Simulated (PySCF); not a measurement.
Sn(H)2(Br)(OMe) (CH5BrOSn), SMILES C[O][SnH2][Br].

The structure is a stationary point at B3LYP-D3(BJ)/def2-SVP. The structure was generated by enumeration; whether it is a known compound was not checked. The def2 effective core potentials stand for the cores of Sn; spin–orbit coupling is left out. One conformer was computed; it need not be the lowest.

These are PySCF with TDA-PBE/def2-SVPD values and carry that method's errors.

Vertical excitations. Gas-phase values at a fixed geometry.

Computed excitation energies, oscillator strengths and character:
```json
[
 {"state": "S1", "energy (eV)": "4.25", "λ (nm)": "292", "f": "0.013", "main pairs": "HOMO→LUMO 96 %"},
 {"state": "S2", "energy (eV)": "4.91", "λ (nm)": "252", "f": "0.025", "main pairs": "HOMO−1→LUMO 85 %"},
 {"state": "S3", "energy (eV)": "4.99", "λ (nm)": "248", "f": "0.023", "main pairs": "HOMO−2→LUMO 93 %"},
 {"state": "S4", "energy (eV)": "5.18", "λ (nm)": "239", "f": "0.006", "main pairs": "HOMO→LUMO+1 62 %, HOMO−3→LUMO 36 %"},
 {"state": "S5", "energy (eV)": "5.25", "λ (nm)": "236", "f": "0.007", "main pairs": "HOMO−3→LUMO 54 %, HOMO→LUMO+1 30 %"},
 {"state": "S6", "energy (eV)": "5.59", "λ (nm)": "222", "f": "0.004", "main pairs": "HOMO→LUMO+2 68 %, HOMO−1→LUMO+1 30 %"},
 {"state": "S7", "energy (eV)": "5.70", "λ (nm)": "217", "f": "0.005", "main pairs": "HOMO−2→LUMO+1 77 %, HOMO−1→LUMO+1 15 %"},
 {"state": "S8", "energy (eV)": "5.96", "λ (nm)": "208", "f": "0.051", "main pairs": "HOMO−1→LUMO+1 33 %, HOMO−2→LUMO+1 18 %, HOMO−3→LUMO+1 15 %, HOMO→LUMO+2 11 %"},
 {"state": "S9", "energy (eV)": "6.08", "λ (nm)": "204", "f": "0.004", "main pairs": "HOMO−1→LUMO+2 93 %"},
 {"state": "S10", "energy (eV)": "6.16", "λ (nm)": "201", "f": "0.063", "main pairs": "HOMO−3→LUMO+1 71 %"},
 {"state": "T1", "energy (eV)": "3.96", "λ (nm)": "313", "f": "0", "main pairs": "HOMO→LUMO 99 %"},
 {"state": "T2", "energy (eV)": "4.40", "λ (nm)": "282", "f": "0", "main pairs": "HOMO−1→LUMO 98 %"},
 {"state": "T3", "energy (eV)": "4.55", "λ (nm)": "272", "f": "0", "main pairs": "HOMO−2→LUMO 99 %"},
 {"state": "T4", "energy (eV)": "4.84", "λ (nm)": "256", "f": "0", "main pairs": "HOMO−3→LUMO 90 %"}
]
```
Triplets are in the Tamm–Dancoff approximation.
